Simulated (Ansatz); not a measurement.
Frontier orbitals of `CC(C)(O)[SiH3]`.

Z-matrix (Å, degrees):
```
C
C 1 1.522
H 1 1.092 2 111.1
H 1 1.098 2 110.0 3 119.5
H 1 1.093 2 111.6 3 -121.3
C 2 1.522 1 110.8 3 -177.9
O 2 1.428 1 110.2 3 -55.6
Si 2 1.905 1 110.7 3 58.9
H 6 1.093 2 111.6 1 -60.9
H 6 1.098 2 110.0 1 58.3
H 6 1.092 2 111.1 1 177.8
H 7 0.964 2 108.1 1 -61.3
H 8 1.490 2 108.9 1 61.5
H 8 1.486 2 110.1 1 -179.1
H 8 1.486 2 110.1 1 -57.8
```

The species carries charge 0 and has multiplicity 1. The geometry is a stationary point of PBE0-D4/def2-TZVP. It is one conformer, not always the lowest. Basis def2-TZVPP, Ansatz.

Orbital energies of one run (eV). Highest occupied ones, from the top: -6.93, -7.20, -8.51, -8.54, -9.06, -9.21, -10.17, -10.71, -11.26, -11.44, -12.70, -13.41, -15.89, -18.45. Empty: -0.14, 0.47, 0.66, 0.74, 1.46, 1.91.

(1) Which functional gave them?
A. BLYP
B. ωB97M-V
C. B3LYP
D. B97M-V

Results:

(1) D. HOMO energies: B97M-V -6.93, BLYP -6.28, B3LYP -7.77, ωB97M-V -10.28 eV.

B3LYP here is the variant with VWN-RPA as its local correlation; programs differ in this.
